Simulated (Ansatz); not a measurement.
# Energy profile

The step: CH₅Al ([CH3][AlH2]) + AsH₃ → AlAsH₄ ([AlH2][AsH2]) + CH₄; bonds formed: Al1–As6, C2–H5; bonds broken: Al1–C2, H5–As6 (atoms numbered as in the saddle structure below).

| atom | x (Å) | y (Å) | z (Å) |
| --- | --- | --- | --- |
| Al1 | -0.8861 | -0.3999 | -0.2299 |
| C2 | 1.0381 | -1.0880 | 0.2874 |
| H3 | -1.1795 | -0.7746 | -1.7361 |
| H4 | -1.8594 | -0.5260 | 1.0057 |
| H5 | 0.6367 | 0.3489 | 0.0138 |
| As6 | 0.1260 | 2.1296 | -0.2667 |
| H7 | 1.8546 | -1.0441 | -0.4345 |
| H8 | 1.4160 | -0.8843 | 1.2905 |
| H9 | 0.6739 | -2.1261 | 0.2859 |
| H10 | -0.7365 | 2.2864 | 0.9759 |
| H11 | -1.0837 | 2.0782 | -1.1920 |

Electronic energies by CCSD(T) at an estimated basis limit (MP2 extrapolated from triple and quadruple zeta, plus CCSD(T) − MP2 in triple zeta), on PBE0-D4/def2-TZVP structures; CH₈AlAs, singlet; no counterpoise correction. Ansatz 0.2.0; basis: def2-TZVPP and def2-QZVPP; cores frozen in the correlated methods. Filled d shells of the heavier atoms are correlated. The def2 sets are not built for correlating such inner shells, so the correlated values are less sure here. Extrapolation: Hartree–Fock as exp(−7.88 √X), correlation as X^−2.97.

(1) Give the profile in kJ/mol, counted from the separated reactants. (An estimate is asked for; the value comes from the calculation.)

No T1 diagnostic of these runs exceeds 0.012.

Results:

(1) By the calculation:
```csv
point,kJ/mol
"separated: CH₅Al (linked as [CH3][AlH2]; Al1, C2, H3, H4, H7, H8, H9; singlet) + AsH₃ (H5, As6, H10, H11; singlet)",0.0
start structure,-16.8
saddle,84.9
end structure,-81.6
"separated: AlAsH₄ (linked as [AlH2][AsH2]; Al1, H3, H4, As6, H10, H11; singlet) + CH₄ (C2, H5, H7, H8, H9; singlet)",-70.5
```

For scale, one of the runs: CCSD(T)/def2-TZVPP, 233 basis functions, launched by `ansatz run in.yaml --threads 4 --pin off --events-out ev --progress --plain --max-ram 9574MiB`. Hardware: 4 CPU threads of an Arm Neoverse V2, shared host. Wall time 100 s; peak host memory 3.9 GiB.
